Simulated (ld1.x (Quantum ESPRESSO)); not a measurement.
Which change was made? (C, RRKJ)

| Property | Result |
| --- | --- |
| Element | carbon |
| Generator | ld1.x (Quantum ESPRESSO) 7.5 |
| Type | norm-conserving RRKJ (Kleinman–Bylander form) |
| Functional | PBE |
| Relativity | non-relativistic |
| Frozen core | [He] |
| Valence charge | 4 |
| Reference configuration | 2s2 2p0.5 (charge +1.5) |
| Partial waves | 2s (bound): rc 1.00 bohr; 2p (bound): rc 1.85 bohr; 3d channel at 0.25 Ry: rc 1.55 bohr |
| Local potential | all-electron potential smoothed inside 1.10 bohr (lloc = -1) |
| Core correction | Bessel-smoothed model core inside 0.50 bohr |

Cutoffs, loose and tight: the cutoffs (Ry, on a coarse ladder) from which the occupation-weighted sum of valence levels, in a spherical-Bessel basis at the reference potential, stays within 10 and 1 mRy of its value at 400 Ry. They do not see the model core or the augmentation charge, which bear on the density cutoff. Test errors are all-electron minus pseudo excitation energies from the reference, over the configurations 2s2 2p2; 2s2 2p1; 2s2 2p0; 2s2 2p2.3; 2s1 2p3; 2s0 2p4; 2s1 2p2; variants that change the core or the reference have their own tests.

The base gives: outcome: generated; cutoff, loose: 50 Ry; cutoff, tight: 80 Ry; bound ghosts: none; largest test error (meV): +199.

Question: After one change the result is: outcome: generated; cutoff, loose: 40 Ry; cutoff, tight: 100 Ry; bound ghosts: none; largest test error (meV): +213. Which change was it?
A. local potential the s channel
B. type TM; local potential all-electron potential smoothed inside 1.40 bohr (lloc = -1)
C. reference 2s2 2p2

Answer: A. The others give: type TM; local potential all-electron potential smoothed inside 1.40 bohr (lloc = -1) → outcome: generated; cutoff, loose: 40 Ry; cutoff, tight: 100 Ry; bound ghosts: none; largest test error (meV): +171 | reference 2s2 2p2 → outcome: generated; cutoff, loose: 45 Ry; cutoff, tight: 70 Ry; bound ghosts: none; largest test error (meV): +518.
